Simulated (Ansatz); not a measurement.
Cost and result for the atomization energy of C$_{2}$H$_{7}$Al$_{2}$Cl, SMILES `[CH3][Al]([CH3])[AlH][Cl]` (12 atoms, 11 bonds).

Cartesian coordinates in Å:
```
C -1.125 -0.354 -1.541
Al 0.041 0.074 -0.030
C 1.304 1.567 -0.144
Al -0.094 -1.370 2.139
Cl -1.454 -3.000 2.090
H -0.534 -0.516 -2.450
H -1.744 -1.239 -1.377
H -1.793 0.489 -1.755
H 2.336 1.201 -0.093
H 1.202 2.144 -1.067
H 1.187 2.254 0.701
H 0.675 -1.251 3.528
```

The species carries charge 0 and has multiplicity 1. The structure was optimised at the PBE0-D4/def2-TZVP level. It is one conformer, not always the lowest. Program: Ansatz. All runs use 4 threads of an Arm Neoverse N1 on a shared host. Times are those of one run each, without the atoms' runs, and a repeat can differ threefold. Electronic energies, without spin–orbit coupling; frozen cores. CCSD(T)/CBS adds CCSD(T) − MP2 in def2-TZVPP to the MP2 limit, and its time is that of the two runs behind it. T1 = 0.010. B3LYP takes the VWN-RPA correlation (the form of Gaussian; ORCA's B3LYP/G).

CCSD(T)/CBS is a level of theory with its own doubt, some kJ/mol a heavy atom from the limit and from the frozen cores, so smaller differences don't rank the functionals.

```json
{"level": "PBE-D4/def2-TZVPP (with forces)", "functions": "286", "wall time": "5.5 s"}
{"level": "PBE0-D4/def2-TZVPP", "functions": "286", "wall time": "7.5 s"}
{"level": "r2SCAN-D4/def2-TZVPP (with forces)", "functions": "286", "wall time": "11 s"}
{"level": "B3LYP-D4/def2-TZVPP (with forces)", "functions": "286", "wall time": "12 s"}
{"level": "B2PLYP/def2-TZVPP", "functions": "286", "wall time": "12 s"}
{"level": "ωB97X-V/def2-TZVPP", "functions": "286", "wall time": "18 s"}
{"level": "ωB97M-V/def2-TZVPP (with forces)", "functions": "286", "wall time": "26 s"}
{"level": "MP2/def2-QZVPP", "functions": "534", "wall time": "49 s"}
{"level": "CCSD(T)/def2-TZVPP", "functions": "286", "wall time": "5.3 min"}
{"level": "CCSD(T)/CBS(def2)", "functions": "–", "wall time": "6.1 min"}
```

What atomization energy does each give, and how far from CCSD(T)/CBS? (Best estimate.)

The calculation gave: 
```tsv
level	atomization (kJ/mol)	difference from CCSD(T)/CBS	per bond
PBE-D4/def2-TZVPP (with forces)	4033.2	13.6	1.2
PBE0-D4/def2-TZVPP	4008.8	-10.8	-1.0
r2SCAN-D4/def2-TZVPP (with forces)	4032.6	13.0	1.2
B3LYP-D4/def2-TZVPP (with forces)	3994.8	-24.8	-2.3
B2PLYP/def2-TZVPP	3958.3	-61.3	-5.6
ωB97X-V/def2-TZVPP	4026.7	7.1	0.6
ωB97M-V/def2-TZVPP (with forces)	4017.3	-2.3	-0.2
MP2/def2-QZVPP	4011.3	-8.3	-0.8
CCSD(T)/def2-TZVPP	3923.8	-95.8	-8.7
CCSD(T)/CBS(def2)	4019.6	0.0	0.0
```

The D4 term adds +36.2 kJ/mol with B3LYP and +19.6 kJ/mol with PBE0; it sums over pairs of atoms, weighted by their polarisabilities, and B3LYP, whose exchange is more repulsive, gets the larger term. In def2-TZVPP, CCSD(T) changes the Hartree–Fock value by +844.3 kJ/mol (the triples alone add +45.5 kJ/mol) and MP2 by +875.2 kJ/mol; breaking electron pairs costs correlation energy, which Hartree–Fock lacks. From PBE to PBE0 (25 % exact exchange), in def2-TZVPP and without D4, the atomization energy moves by −21.5 kJ/mol: exact exchange takes away binding that semilocal exchange gives to molecules.
